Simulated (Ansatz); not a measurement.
Species: trifluorosilane, sum formula SiHF3, net charge 0, singlet state. 
Geometry from a B3LYP-D3(BJ)/def2-TZVP (Ansatz, a first-principles code) optimisation:
SMILES: F[SiH](F)F
```xyz
5

Si    -0.0378    -0.0056     0.3210
F     -0.6853     1.2966    -0.2933
F      1.4942    -0.0233    -0.0598
F     -0.7271    -1.2613    -0.3426
H     -0.2079    -0.0307     1.7674
```
Charge 0, spin multiplicity 1.

Wanted: vertical triplet-singlet gap (E(triplet) - E(singlet); each state is the SCF solution reached for its spin; the molecule has degenerate orbitals, so one determinant may break the symmetry), in kcal/mol. Cores are frozen in the correlated levels unless marked. Open shells are spin-unrestricted. No spin-orbit coupling. No relativistic terms. Basis-set limits of correlation are two-point, X^-3; Hartree-Fock from the larger set.

```
level                                         program  vertical triplet-singlet gap (kcal/mol)
--------------------------------------------  -------  ---------------------------------------
PBE0/def2-TZVPD                                Ansatz                                    218.3
BHLYP/def2-TZVPD                               Ansatz                                      [?]
wB97M-V/def2-TZVPD                             Ansatz                                    229.0
wB97X-V/def2-TZVPD                             Ansatz                                      [?]
B2PLYP/def2-TZVPD                              Ansatz                                      [?]
SCS-MP2/aug-cc-pV(T+d)Z                        Ansatz                                    236.5
CCSD/aug-cc-pV(D+d)Z                           Ansatz                                    234.0
CCSD/aug-cc-pV(T+d)Z                           Ansatz                                    232.5
CCSD/aug-cc-pV(Q+d)Z                           Ansatz                                    232.8
CCSD(T)/CBS(aug-cc-pV(T+d)Z,aug-cc-pV(Q+d)Z)   Ansatz                                      [?]
```

Problem. Fill in the missing entries.

Solution. 
- BHLYP/def2-TZVPD, vertical triplet-singlet gap (kcal/mol): 231.6
- wB97X-V/def2-TZVPD, vertical triplet-singlet gap (kcal/mol): 230.1
- B2PLYP/def2-TZVPD, vertical triplet-singlet gap (kcal/mol): 226.9
- CCSD(T)/CBS(aug-cc-pV(T+d)Z,aug-cc-pV(Q+d)Z), vertical triplet-singlet gap (kcal/mol): 231.2
